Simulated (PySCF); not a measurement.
**Pt³³⁺: ionisation energy**

Pt³³⁺ [Kr] 4d9 (2D) → Pt³⁴⁺ [Kr] 4d8 (3F), as a difference of total energies. All numbers are calculated (PySCF 2.14, scalar relativity by spin-free X2C-1e, in an uncontracted even-tempered set (19 s from 2.8 bohr⁻², ratio 2.5; 14 p from 3.6 bohr⁻², ratio 2.5; 9 d from 3.6 bohr⁻², ratio 2.5; 4 f from 20 bohr⁻², ratio 2.7; 3 g from 30 bohr⁻², ratio 2.7)). The calculations carry no spin-orbit coupling.

```
method  ionisation energy (eV)
   UHF                  1462.8
revPBE                  1464.1
 TPSSh                  1463.8
```

Spin-orbit coupling is strong in these open shells (close to jj coupling). The scalar numbers leave it out and a first-order estimate fails, so it can dominate the gap to the real levels.

Breit and QED terms and the two-electron picture change are absent.

For comparison: 1454 ± 5 eV (theoretical estimate listed by NIST; NIST Atomic Spectra Database, ionization energies).
